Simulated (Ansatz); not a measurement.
`[F][GeH2][InH2]` + NH₃ → `[NH2][InH2]` + `[F][GeH3]` at 700 K and 1 bar (cleavage of the In–Ge bond).

Program: Ansatz. Geometries: PBE0-D4/def2-TZVP. ΔE: electronic, gas phase. CBS: MP2 limit from def2 TZ/QZ plus the TZ coupled-cluster correction, frozen cores. This one scheme is used for every species. Elements past krypton have def2 core potentials. For Ge, In outer-core shells are correlated without core-valence functions, which leaves a few kJ/mol of doubt a bond. Scalar relativity is left out up to krypton.

| species | CCSD(T)/CBS energy (Eh) | H − E (kJ/mol) | S (J/(mol·K)) |
| --- | --- | --- | --- |
| `[F][GeH2][InH2]` | -2368.13046 | 142.2 | 444.5 |
| NH₃ | -56.50880 | 116.9 | 226.5 |
| `[NH2][InH2]` | -246.90424 | 144.8 | 352.6 |
| `[F][GeH3]` | -2177.72589 | 105.3 | 308.2 |

H − E and S are ideal-gas, rigid-rotor, harmonic terms from PBE0-D4/def2-TZVP. 1 Eh = 2625.50 kJ/mol, R = 8.31446 J/(mol·K).

Task: By hand: ΔE, ΔH, ΔS and ΔG.

Result: ΔE = (-246.90424) + (-2177.72589) − (-2368.13046) − (-56.50880) = 0.00913 Eh = 24.0 kJ/mol. Δ(H − E) = 144.8 + 105.3 − 142.2 − 116.9 = -9.0, so ΔH = 15.0 kJ/mol. ΔS = 352.6 + 308.2 − 444.5 − 226.5 = -10.2 J/(mol·K). ΔG = 15.0 − 700 × (-10.2)/1000 = 22.1 kJ/mol.

Task: By hand: the equilibrium constant, and the temperature at which ΔG would vanish if ΔH and ΔS stayed fixed.

Result: log₁₀ K = −ΔG/(RT ln 10) = -1.6. ΔH and −TΔS have one sign here, so there is no such temperature.

TΔS isn't small against ΔH here. A doubt of 5 kJ/mol in ΔE shifts log₁₀ K by 0.4 here. These are equilibria of isolated gas molecules and say nothing of rates. Largest T1 diagnostic: 0.016 (customary marks: 0.02 for closed shells, 0.045 for open ones).
